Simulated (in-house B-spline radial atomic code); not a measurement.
Radial electron density of Rh IV (Rh3+), [Kr] 4d6. Method: scalar-relativistic (X2C) CAM-B3LYP, spin-polarised, spherical fractional occupations, Fermi nucleus of rms radius 4.4945 fm. Calculated with a B-spline radial code for spherical atoms.

Caution: exact exchange at fractional occupations of open shells leaves self-interaction of up to several eV.

One-electron X2C: radii and densities carry no picture-change correction, so inner-shell <1/r> comes out high (for 1s by about 2 % at Z = 33, 5 % at 54, 10 % at 75, 30 % at 118) and <r> low.

Columns: r (bohr), 4πr²n(r) (electrons per bohr), bar.

```
0.000982    1.454 #
  0.0012    2.022 #
 0.00146    2.781 ##
 0.00178    3.821 ##
 0.00217    5.221 ###
 0.00265    7.103 ####
 0.00323    9.553 ######
 0.00393    12.68 ########
  0.0048    16.72 ##########
 0.00585    21.63 #############
 0.00713    27.45 #################
 0.00869    34.03 #####################
  0.0106    41.03 #########################
  0.0129    47.72 #############################
  0.0158    53.46 #################################
  0.0192     56.9 ###################################
  0.0234    57.59 ####################################
  0.0286    55.41 ##################################
  0.0348    51.71 ################################
  0.0425    48.87 ##############################
  0.0518     49.8 ###############################
  0.0631    55.73 ##################################
  0.0769    64.68 ########################################
  0.0938    71.27 ############################################
   0.114    70.11 ###########################################
   0.139     60.8 ######################################
    0.17    49.96 ###############################
   0.207     46.8 #############################
   0.253    52.23 ################################
   0.308    56.65 ###################################
   0.376    50.23 ###############################
   0.458    34.48 #####################
   0.559    20.02 ############
   0.681    14.54 #########
    0.83    15.13 #########
    1.01    14.99 #########
    1.23    11.59 #######
     1.5    6.926 ####
    1.83    3.291 ##
    2.24    1.244 #
    2.73   0.3799 
    3.33  0.08558 
    4.05  0.01324 
    4.94 0.001184
```

On this grid the curve has 4 maxima, near 0.0234, 0.0938, 0.308, 0.83 bohr.

The 4d down radial function P(r) = rR(r), positive near the nucleus:

```csv
r (bohr),P
0.0129,0.001517
0.0192,0.004431
0.0286,0.01249
0.0425,0.03309
0.0631,0.08044
0.0938,0.1736
0.139,0.3127
0.207,0.4358
0.308,0.3814
0.458,0.01479
0.681,-0.5391
1.01,-0.8833
1.5,-0.7879
2.24,-0.4388
3.33,-0.1424
4.94,-0.02043
```
